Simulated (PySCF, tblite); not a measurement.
Question: Write Cartesian coordinates for `c1(ccc(F)cc1F)F` as optimised with GFN2-xTB.

Answer: 
```xyz
12
C6H3F3 angstrom
F     -2.436   -1.204    0.015
C     -1.238   -0.599    0.006
C     -1.179    0.783   -0.035
C      0.059    1.400   -0.045
C      1.212    0.635   -0.013
F      2.408    1.240   -0.023
C      1.132   -0.754    0.030
F      2.248   -1.493    0.064
C     -0.099   -1.384    0.039
H     -2.089    1.360   -0.058
H      0.146    2.474   -0.078
H     -0.162   -2.459    0.073
```

Orientation and origin are arbitrary. Atoms count from 1 in this order. The 9 heavy atoms lie in one plane (0.001 Å rms). All 3 C–F bonds measure 1.339 to 1.342 Å. The 6-membered ring C2–C3–C4–C5–C7–C9 has internal angles of 118.3° to 122.2°; it is planar, 0.00 Å rms from its mean plane, widest ring torsion 0°.

Bonds between heavy atoms (Å): F1–C2 1.342, C2–C3 1.384, C3–C4 1.383, C4–C5 1.384, C5–F6 1.341, C5–C7 1.391, C7–F8 1.339, C7–C9 1.383, C2–C9 1.384.

The geometry is computed with GFN2-xTB (gas phase).

Point group: Cs (tolerance 0.08 Å). Its GFN2-xTB frequencies are all real (lowest 139 cm⁻¹).
